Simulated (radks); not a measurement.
Results of a calculation; reference values are marked as such.
All-electron atom: the neodymium ion Nd3+ in [Xe] 4f2 6s1 (not the ground configuration). Level of theory: scalar-relativistic Kohn-Sham, PBE, spin-unpolarised, spherical densities, point nucleus (a radial shooting solver on a logarithmic mesh with Libxc functionals). Some entries of the table are withheld. Estimate them.

orbital,occ.,eigenvalue (hartree),<r^2> (bohr^2)
1s,2,-1596.569,0.0007598
2s,2,-259.5509,0.01203
2p,6,-232.1688,0.009626
3s,2,-57.60424,(1)
3p,6,(2),0.08109
3d,10,-36.99540,0.06883
4s,2,-12.70847,0.4125
4p,6,-9.86658,0.4643
4d,10,-5.82285,0.5636
5s,2,-2.72309,2.202
5p,6,-1.97606,(3)
4f,2,(4),1.026
6s,1,-0.86885,11.12

Answer. 
(1) 3s <r^2> (bohr^2): 0.08104
(2) 3p eigenvalue (hartree): -48.97085
(3) 5p <r^2> (bohr^2): 2.845
(4) 4f eigenvalue (hartree): -1.49369
